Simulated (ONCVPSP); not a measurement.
## Before and after: ONCV potential for ruthenium (Ru)

```json
{
  "Element": "Ru",
  "Generator": "ONCVPSP 4.0.1",
  "Type": "optimised norm-conserving Vanderbilt (ONCV)",
  "Functional": "PBEsol",
  "Relativity": "scalar-relativistic",
  "Frozen core": "[Ar] 3d10",
  "Valence charge": "16",
  "Reference configuration": "4s2 4p6 4d7 5s0.75 5p0.25",
  "Partial waves": "4s+5s: rc 1.85 bohr, ncon 3, nbas 7, qcut 7.5 1/bohr, 2 projectors; 4p+5p: rc 1.75 bohr, ncon 3, nbas 6, qcut 9.2 1/bohr, 3 projectors, debl 3.1 Ha; 4d: rc 1.35 bohr, ncon 4, nbas 9, qcut 6.8 1/bohr, 2 projectors, debl 3.8 Ha",
  "Local potential": "polynomial inside 1.05 bohr (lpopt 3, dvloc0 1 Ha)",
  "Core correction": "Teter function, fcfact 2.5, rcfact 1.25"
}
```

All-electron outer shells of the reference configuration (PBEsol, scalar-relativistic, ld1.x):

```csv
shell,level (eV),outermost node (bohr),outermost maximum (bohr)
3p,-447.37,0.16,0.36
3d,-273.55,–,0.30
4s,-76.75,0.48,0.92
4p,-46.82,0.49,0.98
4d,-5.64,0.48,1.21
5s,-4.57,1.24,2.73
5p,-1.11,1.41,3.82
```

Change: s: rc 1.46.

Cutoffs: the cutoffs (Ha) at which the residual kinetic energy of the hardest occupied pseudo-wave falls to 1 and 0.1 mHa per electron; they do not see the model core or the augmentation charge, which bear on the density cutoff. Errors are all-electron minus pseudo energies relative to the spin-unpolarised reference configuration.

Question: How do hardness, ghosts and transferability respond?

Answer: The potential gets neither clearly harder nor softer (24 Ha and 105 Ha → 24 Ha and 105 Ha); the d channel sets the loose cutoff, while the largest relative change is in s, which becomes harder; of the 3 tests that both files solve, the error grows in 0 and shrinks in 2 by more than 15 % and 0.3 meV (median size 1.8 → 1.5 meV); neither file shows a bound ghost.

| quantity | base | changed |
| --- | --- | --- |
| cutoff, loose | 24 Ha | 24 Ha |
| cutoff, tight | 105 Ha | 105 Ha |
| loose cutoff by channel | s 17 Ha, p 14 Ha, d 24 Ha | s 22 Ha, p 14 Ha, d 24 Ha |
| bound ghosts | none | none |
| GHOST(+) flags under 300 eV | s at 176.2 eV | s at 229.5 eV |
| tests with a reliable result | 3 of 4 | 3 of 4 |
| error for 4s2 4p6 4d7 5s1 5p0, meV [ΔE -0.86 eV] | +0.1 | +0.1 |
| error for 4s2 4p6 4d7 5s0 5p0, meV [ΔE 6.44 eV] | -1.8 | -1.5 |
| error for 4s1 4p6 4d7 5s1 5p0, meV [ΔE 81.78 eV] | -310 | -139 |
| p: phases at 1.77 bohr within 0.05 rad from the reference energy up to (Ha; the scan ends near 5) | to the end of the scan | to the end of the scan |
| d: phases at 1.37 bohr within 0.05 rad from the reference energy up to (Ha; the scan ends near 5) | to the end of the scan | to the end of the scan |
| rms error of d²Exc/dni dnj with the model core, mHa | 0.47 | 0.48 |
